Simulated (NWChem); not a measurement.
System: AuH$_{3}$O$_{2}$; SMILES [OH][Au]<-[OH2]

Input file for NWChem:

```
start job
memory heap 200 mb stack 900 mb global 1100 mb
geometry units angstroms noautoz
  Au     0.010934    -0.065406     0.022421
  O     -0.073674    -2.012710     0.130051
  H      0.591923    -2.327016    -0.515830
  O      0.027827     2.103149    -0.020782
  H      0.226955     2.435308     0.877709
  H     -0.875028     2.424190    -0.218479
end
basis spherical
  * library def2-svp
end
ecp
  Au library def2-ecp
end
dft
  xc xwpbe 1.00 cpbe96 1.0 hfexch 1.00
  cam 0.05 cam_alpha 0.0 cam_beta 1.0
  iterations 150
  vectors input atomic output neutral.movecs
end
task dft energy
charge 1
dft
  odft
  mult 2
  vectors input atomic output cation.movecs
end
task dft energy
```

Coordinates come from a PBE-D3(BJ)/def2-SVP optimisation. def2 effective core potentials on Au; no spin-orbit coupling.

Ions are spin-unrestricted doublets at the neutral geometry; other ion states weren't tried. Functional: LC-ωPBE (HJS hole) with def2-SVP; the question gives the range parameter ω in 1/bohr.

Q: What results follow from this input? (LC-wPBE (HJS exchange hole, range parameter 0.05 per bohr)/def2-SVP with def2 effective core potentials on Au, vertical spin-unrestricted ions.) Quantities: vertical ionisation energy, ΔSCF (eV); −ε(HOMO) (eV).

A: The vertical ionisation energy, ΔSCF (eV) comes out as 8.65 and the −ε(HOMO) (eV) is 5.57.
